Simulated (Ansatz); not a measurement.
The cluster AuCl₂ was relaxed with PBE0-D4 (def2-TZVP) in Ansatz in these states: neutral doublet, neutral quartet. The geometries follow in no particular order.

In the def2 sets Au takes a core potential; there is no spin–orbit coupling.

A:

```xyz
3

Au    0.000    0.000    0.000
Cl    2.062    0.395   -0.661
Cl   -2.062   -0.395    0.661
```

B:

```tsv
atom	x (Å)	y (Å)	z (Å)
Au1	-0.9723	-0.0881	0.5347
Cl2	-0.2664	-0.3802	-1.7000
Cl3	1.2387	0.4682	1.1653
```

Judge from the bond lengths which geometry belongs to which state (an estimate).

A is the neutral doublet (Au1–Cl3 2.201 Å, Au1–Cl2 2.201 Å); B is the neutral quartet (Au1–Cl3 2.366 Å, Au1–Cl2 2.362 Å).

At PBE0-D4/def2-TZVP a doublet lies 3.89 eV below the neutral quartet. These are the stationary points nearest to one start from a short search; other shapes may lie lower in each state.
